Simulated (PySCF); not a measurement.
The isolated species Si(OH)Cl3 (`O[Si](Cl)(Cl)Cl`) is ionised with Mg Kα (hν = 1253.6 eV). Calculated photoelectron kinetic energies of its computed core levels, recoil neglected:

| line | kinetic energy (eV) |
| --- | --- |
| 1 | 1143.49 |
| 2 | 1142.87 |
| 3 | 1046.84 |
| 4 | 1045.18 |
| 5 | 713.78 |

Method used: delta-SCF UKS SCAN, pcX-2 on the ionised atom, pcseg-1 elsewhere, spin-free X2C (PySCF).

Task: Convert to binding energies and name the level and atom behind each line. Bonds: Si1–O2, Si1–Cl4, Si1–Cl5, Si1–Cl6. Hydrogens: H3 on O2.

Result: Against the vacuum level, binding energy = hν − kinetic energy.

```json
{"line": "1", "binding energy (eV)": "110.11", "level": "Si 2p3/2", "atoms": "Si1", "environment": "silicon bonded to 3 Cl and O"}
{"line": "2", "binding energy (eV)": "110.73", "level": "Si 2p1/2", "atoms": "Si1", "environment": "silicon bonded to 3 Cl and O"}
{"line": "3", "binding energy (eV)": "206.76", "level": "Cl 2p3/2", "atoms": "Cl4/Cl5/Cl6", "environment": "chlorine bonded to Si"}
{"line": "4", "binding energy (eV)": "208.42", "level": "Cl 2p1/2", "atoms": "Cl4/Cl5/Cl6", "environment": "chlorine bonded to Si"}
{"line": "5", "binding energy (eV)": "539.82", "level": "O 1s", "atoms": "O2", "environment": "oxygen bonded to Si and H"}
```

Out of reach at this photon energy: Si 1s (1850.3 eV), Cl 1s (2829.4 eV).

Task: Where does line 3 move with hν = 800.0 eV?

Result: To 800.0 − 206.76 = 593.24 eV; every photoline shifts by the change in photon energy, -453.6 eV.

Task: What is the longest wavelength that can ionise Cl 2p3/2 of Cl4/Cl5/Cl6 vertically?

Result: λ = hc/E = 12398.42 eV Å / 206.76 eV = 59.965 Å.

Other core shells, valence and Auger electrons aren't listed. Topologically equivalent atoms share the value of their first member; where this conformer doesn't relate them by symmetry, their own values could differ. Spin–orbit and ligand-field terms were added within each 2p shell after the spin-free SCF. 2p1/2 minus 2p3/2 (ligand field included): Si 0.63 eV, Cl 1.65 eV. Geometry: PBE0-D3(BJ)/def2-SVP; no solvent, vibrations or thermal averaging.
